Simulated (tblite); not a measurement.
Species: C₃H₁₀B₃N₃.
Numbering: `[BH:1]1[NH:2][BH:3][N:4]([CH:5]2[CH2:6][CH2:7]2)[BH:8][NH:9]1` (hydrogens: H10 on B1; H11 on N2; H12 on B3; H13 on C5; H14, H15 on C6; H16, H17 on C7; H18 on B8; H19 on N9)

Computed with GFN2-xTB (tblite), gas phase: L-BFGS steps from a force-field or distance-geometry start until the largest atomic force falls under 0.01 eV/Å.

Step 24: E = -656.9836 eV
```
atom  x, y, z in Å  |  force x, y, z in eV/Å
B1      2.7857   -0.3991    0.4532   -0.059  -0.104  -0.047
N2      1.8634   -1.3692    0.9237    0.060  -0.123  -0.020
B3      0.4815   -1.3430    0.6066    0.104  -0.212   0.287
N4      0.0454   -0.2721   -0.2169   -0.089  -0.455  -0.531
C5     -1.2001    0.3406    0.1216    0.412   0.008   0.096
C6     -2.2731    0.8795   -0.7582   -0.314  -0.137   0.181
C7     -2.5627   -0.2486    0.2212   -0.175   0.309  -0.202
B8      0.9562    0.4881   -0.9970    0.200   0.270  -0.026
N9      2.3211    0.4059   -0.6175    0.093  -0.024  -0.126
H10     3.8464   -0.2526    0.9526   -0.097  -0.103  -0.208
H11     2.1982   -2.0601    1.5745   -0.020  -0.075   0.102
H12    -0.2892   -2.1031    1.1006    0.231   0.250  -0.118
H13    -0.8899    0.9704    0.9418   -0.767   0.609   0.458
H14    -2.6089    1.8829   -0.5258   -0.120  -0.136  -0.085
H15    -2.3379    0.6301   -1.8088    0.247   0.009   0.128
H16    -2.8056   -1.2088   -0.2086    0.229  -0.001   0.044
H17    -3.1022   -0.0305    1.1319   -0.123  -0.021  -0.091
H18     0.5734    1.2518   -1.8237    0.140  -0.198   0.245
H19     2.9884    1.0002   -1.0786    0.049   0.135  -0.088
```

Step 25: E = -657.0459 eV
```
atom  x, y, z in Å  |  force x, y, z in eV/Å
B1      2.8013   -0.4156    0.4393   -0.051   0.001   0.059
N2      1.8731   -1.3812    0.9105    0.077  -0.143   0.044
B3      0.4882   -1.3433    0.6046    0.091  -0.226   0.267
N4      0.0451   -0.2789   -0.2241   -0.205  -0.127  -0.205
C5     -1.1937    0.3440    0.1264    0.049   0.192   0.242
C6     -2.2708    0.8843   -0.7561   -0.343  -0.289   0.193
C7     -2.5610   -0.2484    0.2280   -0.148   0.358  -0.388
B8      0.9618    0.4862   -0.9935    0.187   0.235  -0.072
N9      2.3298    0.3920   -0.6284    0.115   0.010  -0.101
H10     3.8550   -0.2436    0.9638   -0.228  -0.174  -0.322
H11     2.1979   -2.0649    1.5764   -0.026  -0.034   0.035
H12    -0.2863   -2.0925    1.1033    0.224   0.193  -0.077
H13    -0.9383    0.9984    0.9587   -0.421   0.263   0.160
H14    -2.6276    1.8878   -0.5411   -0.007  -0.240  -0.007
H15    -2.3256    0.6379   -1.8096    0.226  -0.047   0.177
H16    -2.7978   -1.2128   -0.1992    0.244   0.047   0.003
H17    -3.1246   -0.0407    1.1297    0.024   0.034  -0.136
H18     0.5750    1.2520   -1.8128    0.152  -0.144   0.204
H19     2.9889    1.0016   -1.0833    0.041   0.092  -0.075
```

**Question.** Estimate the geometry and energy of step 26. (The exact step hangs on the optimiser's Hessian estimate; all steps are aligned on step 25, rigid shifts and turns removed.)

**Answer.** E = -657.0813 eV, largest force 0.478 eV/Å
```
atom  x, y, z in Å  |  force x, y, z in eV/Å
B1      2.8076   -0.4230    0.4335   -0.014   0.021   0.074
N2      1.8818   -1.3926    0.9038   -0.007  -0.063   0.011
B3      0.4933   -1.3444    0.6084    0.131  -0.077   0.105
N4      0.0429   -0.2850   -0.2307   -0.215   0.162   0.104
C5     -1.1920    0.3511    0.1343   -0.154   0.179   0.190
C6     -2.2766    0.8828   -0.7534   -0.192  -0.223   0.105
C7     -2.5651   -0.2439    0.2256   -0.077   0.207  -0.289
B8      0.9677    0.4895   -0.9901    0.133   0.052   0.014
N9      2.3392    0.3838   -0.6378    0.048   0.030  -0.066
H10     3.8563   -0.2381    0.9688   -0.249  -0.204  -0.353
H11     2.2021   -2.0753    1.5730   -0.011  -0.022   0.029
H12    -0.2816   -2.0808    1.1073    0.139   0.072   0.009
H13    -0.9746    1.0207    0.9730   -0.173   0.037  -0.028
H14    -2.6405    1.8854   -0.5491    0.002  -0.219   0.032
H15    -2.3158    0.6389   -1.8074    0.204  -0.076   0.148
H16    -2.7892   -1.2139   -0.1965    0.236   0.060  -0.016
H17    -3.1383   -0.0444    1.1241    0.057   0.059  -0.146
H18     0.5779    1.2530   -1.8005    0.129  -0.036   0.104
H19     2.9952    0.9985   -1.0936    0.014   0.043  -0.030
```

The energy changes by -0.0354 eV. The first-order estimate −F·Δx gives -0.0516 eV and the mean of the old and new forces, exact on a quadratic surface, -0.0353 eV. The step makes an angle of 56° with the force vector and moves no atom by more than 0.045 Å.

The cost below is that of the whole relaxation. Time: 0.57 s wall. Hardware: Intel Xeon 6975P-C, one thread, on a shared host.
